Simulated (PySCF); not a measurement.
C3H5BO3, SMILES OB(O)C1=COC1. Heavy atoms are numbered as in [OH:1][B:2]([OH:3])[C:4]1=[CH:5][O:6][CH2:7]1. Hydrogens are named by the atom that carries them.

Coordinates come from a PBE0-D3(BJ)/def2-SVP optimisation. This is a generated structure with no PubChem entry under its InChIKey; it may be hypothetical. The values are those of a single conformer.

Method: PBE0/def2-TZVP (PySCF).

Atomic charges (e), one atom of each kind:

```tsv
atom	Mulliken	IAO
O1 (OH)	-0.42	-0.56
B2	0.28	0.49
C4	-0.20	-0.29
C5 (CH)	0.02	0.10
O6	-0.26	-0.36
C7 (CH2)	-0.03	-0.04
H on O1	0.32	0.37
H on C5	0.13	0.16
H on C7	0.12	0.16
```

**Question.** Give the Mayer and Wiberg (Löwdin basis) orders of the bonds. (Estimate from the structure and the level; the computed values follow.)

**Answer.** 
```
bond   Mayer  Wiberg
-----  -----  ------
O1–B2   1.30    1.96
B2–O3   1.30    1.96
B2–C4   1.06    1.18
C4–C5   1.72    1.77
C5–O6   1.13    1.60
C4–C7   0.99    1.13
O6–C7   0.96    1.30
```
